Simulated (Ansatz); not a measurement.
Ansatz (a first-principles code) input:

Ansatz 0.2 input:
```yaml
crystal:
  periodic: [false, false, false]
  atoms:
    - {symbol: S, position_ang: [0.08993919, 0.00028549, -0.00039191]}
    - {symbol: H, position_ang: [-1.22735214, -0.00389597, 0.00534821]}
    - {symbol: H, position_ang: [-0.05803831, 1.64023734, 0.02031799]}
    - {symbol: H, position_ang: [-0.04779913, -1.64057330, -0.01985680]}
    - {symbol: H, position_ang: [-0.04570696, -0.02023278, 1.64062832]}
    - {symbol: H, position_ang: [-0.06013048, 0.01989682, -1.64016714]}
basis:
  gaussian:
    orbitals: def2-TZVPD
hamiltonian:
  xc: {name: revPBE}
total_charge: -1
output: {forces: true}
```

Q: Which total energy does the run end on?

A: -400.96412 Eh (revPBE/def2-TZVPD). The basis has 91 functions.

Whether it binds its extra electron was not tested at this geometry.
